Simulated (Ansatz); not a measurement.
Mulliken charges of `[CH3][Nb](=[O])([F])[Cl]` from r2SCAN/def2-TZVPP in Ansatz (PBE0-D4/def2-TZVP geometry).

```json
{"atom": "C1", "x (Å)": "-0.891", "y (Å)": "-0.682", "z (Å)": "-0.152", "charge (e)": "-0.372"}
{"atom": "Nb2", "x (Å)": "0.798", "y (Å)": "0.564", "z (Å)": "0.209", "charge (e)": "1.253"}
{"atom": "O3", "x (Å)": "2.042", "y (Å)": "-0.538", "z (Å)": "0.469", "charge (e)": "-0.481"}
{"atom": "F4", "x (Å)": "0.492", "y (Å)": "1.547", "z (Å)": "1.760", "charge (e)": "-0.373"}
{"atom": "Cl5", "x (Å)": "1.199", "y (Å)": "1.773", "z (Å)": "-1.695", "charge (e)": "-0.317"}
{"atom": "H6", "x (Å)": "-1.782", "y (Å)": "-0.072", "z (Å)": "-0.331", "charge (e)": "0.088"}
{"atom": "H7", "x (Å)": "-1.065", "y (Å)": "-1.336", "z (Å)": "0.709", "charge (e)": "0.100"}
{"atom": "H8", "x (Å)": "-0.701", "y (Å)": "-1.313", "z (Å)": "-1.025", "charge (e)": "0.101"}
```

Task: By hand: the dipole of these point charges (1 e Å = 4.8032 D).

Result: Σ q r = (-0.549, -0.192, -0.088) e Å, of length 0.588 e Å = 2.82 D.

Task: How does the dipole of the full density compare? (Estimate.)

Result: Computed: (-0.442, -0.035, -0.081) e Å, 2.16 D; the point charges give 1.31 times that, at 15° from its direction.

Point charges leave out the atoms' own dipoles, such as those of lone pairs, and Mulliken's split depends on the basis, so the two needn't agree.
